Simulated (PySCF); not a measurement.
Gas-phase reaction: SnF3 → SnF2 + F

Computed with PySCF and rigid-rotor harmonic-oscillator thermochemistry at 1 bar. † marks an energy on the PBE0/def2-TZVP geometry and frequencies; other levels use their own. MP2 and CCSD(T) freeze the core. Open shells (unrestricted): SnF3 (multiplicity 2), F (multiplicity 2); the rest are closed-shell singlets. Spin-orbit splitting is ignored; it lowers the true energy and changes the entropy of F. B3LYP is the form with VWN-RPA correlation. Sn: scalar-relativistic def2 core potential, no spin-orbit coupling. SnF3: computed as isolated molecules; such fragments, hydroxides, amides, oligomers or adducts are transient or little studied in the gas. MP2 isn't extrapolated to the basis-set limit. CCSD(T) isn't extrapolated to the basis-set limit.

```
level                ΔH°(298 K), kJ
-------------------  --------------
B3LYP/def2-TZVP†                238
BLYP/def2-TZVP†                 249
CCSD(T)/def2-TZVPP†             241
HF/def2-TZVP†                   151
M06-2X/def2-TZVP†        (withheld)
MP2/def2-SVP†                   263
PBE/def2-SVP             (withheld)
PBE0/def2-QZVP†          (withheld)
PBE0/def2-SVP†           (withheld)
ωB97M-V/def2-TZVP†              253
```

What belongs in the gaps?


- M06-2X/def2-TZVP†, ΔH°(298 K), kJ: 278
- PBE/def2-SVP, ΔH°(298 K), kJ: 270
- PBE0/def2-QZVP†, ΔH°(298 K), kJ: 253
- PBE0/def2-SVP†, ΔH°(298 K), kJ: 236
